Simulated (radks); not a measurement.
Values are calculated unless marked as measured or tabulated.
Problem. Excited configurations of the selenium ion Se13+: one electron is placed in a higher orbital outside [Ar] 3d2. The ground configuration is [Ar] 3d3. Level of theory: Dirac Kohn-Sham, BLYP, spin-unpolarised, spherical densities, finite nucleus; open shells are shared between the two j in proportion to 2j + 1; Fermi nuclear charge, rms radius 4.14 fm (a radial shooting solver on a logarithmic mesh with Libxc functionals). Excitation = E - E(ground); binding = E(ion) - E, where the ion is the core of charge +14; n* = 14/sqrt(2 binding) in atomic units. These energies are relativistic, and a one-electron ion of charge +14 with no core already has n* below n in this formula (Dirac formula, point nucleus, mean over j: 4s 3.996, 4p 3.997, 4f 3.999, 5d 4.999, 6s 5.995). The quantum defect is therefore taken as that value minus n*, so that it holds no relativistic shift of the bare ion. Eigenvalue and <r> are those of j = l + 1/2.

| outer orbital | excitation (eV) | binding (eV) | n* | quantum defect | eigenvalue (eV) | <r> (bohr) |
|---|---|---|---|---|---|---|
| 4s | 162.17 | 262.57 | 3.187 | 0.809 | -252.47 | 1.109 |
| 4f | 247.45 | 177.30 | 3.878 | 0.121 | -167.34 | 1.160 |
| 5d | 298.05 | 126.69 | 4.588 | 0.411 | -121.86 | 2.065 |
| 6s | 325.78 | 98.965 | 5.191 | 0.804 | -95.603 | 2.915 |

Estimate the row for 4p.

Solution. excitation (eV) 184.04; binding (eV) 240.70; n* 3.328; quantum defect 0.669; eigenvalue (eV) -230.19; <r> (bohr) 1.148. The Delta-SCF ionisation energy is 424.75 eV (NIST Atomic Spectra Database: 426 eV, theoretical). Self-interaction in the functional shifts the binding energies and quantum defects, so they are the method's values and not measured ones. Spin polarisation and multiplet splitting are left out, so open shells lie too high by an amount that depends on their filling. Sharing an open shell by 2j + 1 raises it above the true ground level by a part of the spin-orbit splitting, which enters the differences from NIST.

Beside tabulated values, note that spin-unpolarised runs miss the spin-polarisation part of the exchange energy of open shells.
